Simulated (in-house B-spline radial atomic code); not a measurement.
## RPA and G0W0 on r2SCAN: F⁵⁺

Configuration [He] 2s2, mean-field start r2SCAN. Computed with an all-electron radial atomic-structure program (B-spline basis): all electrons, scalar-relativistic (spin-free one-electron X2C), finite nucleus, each spin shell either full or empty, empty states to l = 9 with an (l + 1/2)⁻⁴ tail; G0W0 by contour deformation at full frequency.

Command:
```bash
python run_gw.py task.json out
```
Settings (radii: box in bohr, nucleus in fm):
```
Z                        9
electrons                4
configuration            [He] 2s2
hamiltonian              x2c
method                   r2scan
lmax                     9
rms_radius               2.8976
spin_polarised           False
box_radius               10.43
intervals                69
ion_configuration        [He] 2s1
```

Time taken, with all properties: 2.3 s on 1 thread of Arm Neoverse N1, with other jobs on the host.

Energies (hartree):

| term | value |
| --- | --- |
| mean-field total | -88.09612 |
| Hartree-Fock functional on these orbitals | -88.02107 |
| direct second order | -0.38589 |
| second-order exchange | 0.1897 |
| SOSEX correction | 0.13807 |

Q: What is the RPA correlation energy, and what remains with SOSEX?

A: RPA gives -0.28138 hartree (-1.91 eV per electron); RPA + SOSEX gives -0.1433, and the second-order doubles -0.19619 hartree (no singles). SOSEX takes back 49 % of the RPA value.

Quasi-particle levels (eV):

| level | occupied | mean field | Σx - vxc | Σc | QP weight | G0W0 |
| --- | --- | --- | --- | --- | --- | --- |
| 2s | yes | -144.74 | -9.60 | ? | ? | ? |
| 1s | yes | -823.44 | -49.87 | 6.49 | 0.920 | -866.82 |
| 2p | no | -127.01 | 13.77 | -1.60 | 0.970 | -114.85 |

G0W0 = mean field + (Σx - vxc) + Σc, with Σc (partial-wave tail included) taken at the quasi-particle energy.

Q: Where does G0W0 put 2s?

A: At -157.24 eV, with Σc = -2.91 eV and a quasi-particle weight of 0.950. The tabulated removal energy is 157.163 eV (NIST, measured).

Q: What does it cost to remove one electron (to [He] 2s1) by differences of total energies, each species on its own start (correlation terms add to the Hartree-Fock functional)?

A: r2SCAN 154.83 eV, Hartree-Fock functional 154.02 eV, + RPA 157.41 eV, + RPA + SOSEX 156.55 eV, + second order 157.94 eV. Tabulated: 157.163 eV (NIST, measured).
